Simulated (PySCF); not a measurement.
# Magnetic susceptibility: `FC1=C([SiH3])[P@H+]1c1cccc(F)c1`, [C8H8F2PSi]+, charge +1

Cartesian coordinates in Å; atom numbers follow the order of the lines, from 1:
```xyz
20

F     2.394    1.592   -2.321
C     2.077    0.649   -1.493
C     2.393    0.040   -0.349
Si    3.704    0.055    1.074
P     0.884   -0.619   -1.124
C    -0.743   -0.300   -0.431
C    -1.793   -1.157   -0.752
C    -3.050   -0.908   -0.225
C    -3.259    0.177    0.610
C    -2.195    1.016    0.915
F    -2.386    2.056    1.721
C    -0.926    0.799    0.404
H     4.444   -1.177    0.835
H     4.426    1.294    0.827
H     2.876    0.037    2.276
H     0.997   -1.827   -1.786
H    -1.629   -2.003   -1.404
H    -3.871   -1.564   -0.466
H    -4.232    0.383    1.029
H    -0.118    1.468    0.658
```

Total charge +1.

Method: PySCF, GIAO PBE/pcSseg-1 magnetisability, rotational g tensor and spin-rotation constants, non-relativistic, gas phase. Geometry: GFN2-xTB.

For an ion the centre-of-mass motion in the field is neglected.

Task: What are the magnetisability and the molar susceptibility?

Result: Isotropic -1762 × 10⁻³⁰ J/T², or -106.1 × 10⁻⁶ cm³/mol; principal values -2351, -1568, -1368 × 10⁻³⁰ J/T², anisotropy 900 × 10⁻³⁰ J/T² (root of half the summed squared differences of the principal values). The susceptibility is in cgs units.

Task: Split it along the inertial axes a, b, c into diamagnetic and paramagnetic parts about the centre of mass, with the quadrupole moment.

Result: 
```tsv
axis	χ (10⁻⁶ cm³/mol)	diamagnetic (10⁻⁶ cm³/mol)	paramagnetic (10⁻⁶ cm³/mol)	summed x² of all electrons (Å²)	quadrupole Θ (D Å)
a	-88.5	-1161.8	1073.3	639.9	+29.27
b	-101.0	-3147.2	3046.2	171.9	-7.12
c	-128.9	-3443.9	3315.0	102.0	-22.15
```
Anisotropies 2χaa − χbb − χcc = +52.8 and 2χbb − χaa − χcc = +15.5 × 10⁻⁶ cm³/mol. Θ is traceless in Buckingham's convention.

Task: And the rotational g tensor?

Result: 
| axis | rotational constant (GHz) | g | nuclear part | electronic part |
| --- | --- | --- | --- | --- |
| a | 1.0960 | -0.0207 | 0.5320 | -0.5526 |
| b | 0.3701 | -0.0011 | 0.5286 | -0.5297 |
| c | 0.3379 | +0.0049 | 0.5311 | -0.5262 |

Asymmetric top; isotopes 12C, 19F, 1H, 31P, 28Si; no vibrational averaging.
